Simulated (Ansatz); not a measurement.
AlB₅. Charge 0, multiplicity 1. Geometry PBE0-D4/def2-SVP.

```xyz
6

B     0.710   -2.691    0.747
B    -0.270    2.689    0.286
B    -0.004    1.196   -0.193
B     0.253    2.465   -1.117
B    -0.692   -2.793    0.137
Al    0.003   -0.867    0.140
```

The restricted singlet is unstable towards broken spin symmetry in Hartree–Fock (as tested in another run); at HF/def2-TZVP this wasn't settled. The restricted singlet is unstable towards broken spin symmetry at other levels; at PBE-D4/def2-TZVP, r2SCAN-D4/def2-TZVP, PBE0-D4/def2-TZVP this wasn't settled. The geometry of the singlet was relaxed on an unsound state (restricted singlet, unstable towards broken spin symmetry at other levels and untested here). Another isomer (singlet) lies 4.31 eV lower at PBE0-D4/def2-TZVP; other spin states weren't run for this one.

(1) Estimate the orbital energies around the gap (eV) in Ansatz with HF/def2-TZVP, PBE-D4/def2-TZVP, r2SCAN-D4/def2-TZVP, PBE0-D4/def2-TZVP.

Answers

(1) 
| orbital | HF/def2-TZVP | PBE-D4/def2-TZVP | r2SCAN-D4/def2-TZVP | PBE0-D4/def2-TZVP |
| --- | --- | --- | --- | --- |
| HOMO−5 | -11.63 | -8.41 | -8.73 | -9.50 |
| HOMO−4 | -11.18 | -7.51 | -7.73 | -8.64 |
| HOMO−3 | -10.12 | -7.49 | -7.72 | -8.29 |
| HOMO−2 | -9.71 | -6.81 | -7.02 | -7.82 |
| HOMO−1 | -9.49 | -6.50 | -6.65 | -7.38 |
| HOMO | -8.08 | -5.73 | -5.87 | -6.49 |
| LUMO | -0.85 | -5.09 | -5.00 | -4.27 |
| LUMO+1 | -0.35 | -4.87 | -4.77 | -3.92 |
| LUMO+2 | -0.03 | -4.01 | -3.93 | -3.26 |
| LUMO+3 | 0.98 | -3.14 | -2.95 | -2.29 |
| LUMO+4 | 2.41 | -1.41 | -1.09 | -0.53 |
| LUMO+5 | 2.92 | -1.26 | -0.95 | -0.27 |
